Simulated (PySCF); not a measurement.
Constitutional and geometric isomers with formula C3H3F. Isolated molecules, 0 K electronic values unless said otherwise. Strings in code marks are SMILES.

These are PBE-D3(BJ)/def2-TZVP // PBE0-D3(BJ)/def2-TZVP (PySCF) values and carry that method's errors. Delta-SCF ions had no search for a lower state. 

```tsv
species	S1 oscillator strength	HOMO (eV)	dipole moment (D)	vertical ionisation energy (Delta-SCF) (eV)
`C1C=C1F`	0.077	-6.08	0.98	9.67
`C#CCF`	0.000	-6.92	1.61	10.47
`CC#CF`	0.011	-6.30	1.19	10.03
`C=C=CF`	0.001	-6.21	1.57	9.74
```
